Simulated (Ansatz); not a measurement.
The cluster Nb₂S₂⁺. The state is a doublet with charge 1. Geometry PBE-D4/def2-SVP, basis def2-TZVP, Ansatz.

```xyz
4

Nb    1.2287    0.3109   -0.0686
Nb   -0.9375    0.5830    0.6281
S    -0.4734    0.5342   -1.6768
S     0.1822   -1.4282    1.1172
```

| run | HOMO (eV) | LUMO (eV) |
| --- | --- | --- |
| A | -9.47 | -8.55 |
| B | -10.21 | -7.83 |
| C | -9.31 | -8.76 |
| D | -11.01 | -6.76 |
| E | -10.01 | -8.06 |
| F | -12.11 | -5.68 |

In the def2 sets Nb takes a core potential; there is no spin–orbit coupling. B3LYP takes the VWN-RPA correlation. The structure comes from a short search, and lower isomers may exist.

HOMO and LUMO are taken over both spins.

Question: The runs used B3LYP, BHLYP, PBE, PBE0, r2SCAN, ωB97X-V. Estimate which is which.

Answer: A r2SCAN (0 % exact exchange); B PBE0 (25 % exact exchange); C PBE (0 % exact exchange); D BHLYP (50 % exact exchange); E B3LYP (20 % exact exchange); F ωB97X-V (range-separated). Exact exchange lowers occupied and raises empty levels; among semilocal functionals meta-GGAs tend to open the gap a little, and such runs are hard to tell apart. The gap grows from 0.54 eV (PBE) to 6.43 eV (ωB97X-V). At BHLYP-D4/def2-TZVP the charge 1 doublet is spin-contaminated (final ⟨S²⟩ up to 0.97, 0.75 for a pure state).
